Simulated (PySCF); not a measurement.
Compound: C₅H₉N₃Si.
Z-matrix (Å and degrees, PBE0-D3(BJ)/def2-SVP geometry), rows numbered from 1:
```
C 
C   1  1.3316
C   2  1.4982  1  124.03
N   3  1.4509  2  112.18  1  -126.35
N   4  1.3150  3  121.51  2   -72.62
C   5  1.3281  4  103.80  3   176.95
C   6  1.4122  5  108.80  4    -0.14
Si  7  1.8706  6  130.92  5   179.86
N   4  1.3115  3  122.33  2   103.68
H   1  1.0929  2  121.34  3  -178.54
H   1  1.0944  2  121.60  3     1.40
H   2  1.0960  1  120.65  3   179.18
H   3  1.0971  2  111.59  1    -6.94
H   3  1.1015  2  110.52  1   114.42
H   6  1.0883  5  121.30  4   179.43
H   8  1.4928  7  110.92  6   117.41
H   8  1.4925  7  110.85  6  -121.46
H   8  1.4940  7  107.76  6    -1.97
```

Computed with PySCF at PBE0/def2-SVPD, non-relativistic, on one gas-phase PBE0-D3(BJ)/def2-SVP geometry that isn't relaxed in the solvent. The solvent is an IEF-PCM continuum (cavity from Bondi-type radii × 1.2), and excitations are vertical TDDFT with non-equilibrium linear response and a frozen core. Specific hydrogen bonds and non-electrostatic terms are outside this model.

Gas-phase singlets (H = HOMO, L = LUMO):

| state | E (eV) | λ (nm) | f | leading configurations |
| --- | --- | --- | --- | --- |
| S1 | 6.124 | 202 | 0.257 | H→L 94% |
| S2 | 6.245 | 199 | 0.001 | H-3→L 86%, H-3→L+1 9% |
| S3 | 6.549 | 189 | 0.024 | H-1→L 63%, H→L+1 32% |
| S4 | 6.592 | 188 | 0.031 | H→L+1 60%, H-1→L 23% |
| S5 | 6.902 | 180 | 0.012 | H-4→L 85%, H-4→L+1 8% |

Problem. How does the list change in methanol (ε = 32.61)?

Solution. 
| state | E (eV) | λ (nm) | f | leading configurations | change by rank (eV) |
| --- | --- | --- | --- | --- | --- |
| S1 | 6.068 | 204 | 0.351 | H→L 95% | -0.056 |
| S2 | 6.290 | 197 | 0.016 | H-1→L 88% | +0.045 |
| S3 | 6.395 | 194 | 0.002 | H-3→L 87% | -0.154 |
| S4 | 6.709 | 185 | 0.020 | H→L+1 87%, H-1→L+1 9% | +0.117 |
| S5 | 6.949 | 178 | 0.016 | H-4→L 91% | +0.047 |

Problem. The ground-state energy changes by -0.221 eV from gas to methanol. By how much does the total energy of gas-phase S1 change?

Solution. E(S1) = E(S0) + excitation energy, so it changes by -0.221 − 0.056 = -0.277 eV: it is lowered more than the ground state, which is what a red shift means. This is the vertical state, with the slow part of the continuum still set for S0.

Problem. How do the frontier levels move from gas to methanol?

Solution. 
```tsv
orbital	gas (eV)	solvent (eV)	change (eV)	Löwdin shares, gas	Löwdin shares, solvent
LUMO+2	0.59	0.53	-0.06	C6 28 %, N5 18 %, C7 15 %, Si8 11 %	C6 29 %, N5 20 %, C7 16 %, Si8 11 %
LUMO+1	-0.12	0.00	+0.12	C1 28 %, C2 26 %, N4 8 %, N9 6 %	C1 33 %, C2 30 %, N4 5 %, H10 5 %
LUMO	-0.62	-0.68	-0.06	N9 21 %, N4 15 %, N5 13 %, C7 10 %	N9 24 %, N4 18 %, N5 15 %, C7 12 %
HOMO	-7.68	-7.72	-0.04	C7 24 %, N4 22 %, C6 20 %, N9 5 %	C7 23 %, N4 22 %, C6 20 %, C2 6 %
HOMO-1	-8.09	-7.94	+0.15	C1 38 %, C2 36 %, C3 7 %	C1 36 %, C2 35 %, C3 8 %
HOMO-2	-8.50	-8.67	-0.17	N5 31 %, N9 30 %, C6 14 %, N4 10 %	N9 31 %, N5 30 %, C6 13 %, N4 9 %
HOMO-3	-8.65	-8.91	-0.26	N9 42 %, N5 38 %, C7 5 %, C6 5 %	N9 41 %, N5 39 %, C7 5 %, C6 5 %
```

The HOMO–LUMO gap goes from 7.06 to 7.03 eV.
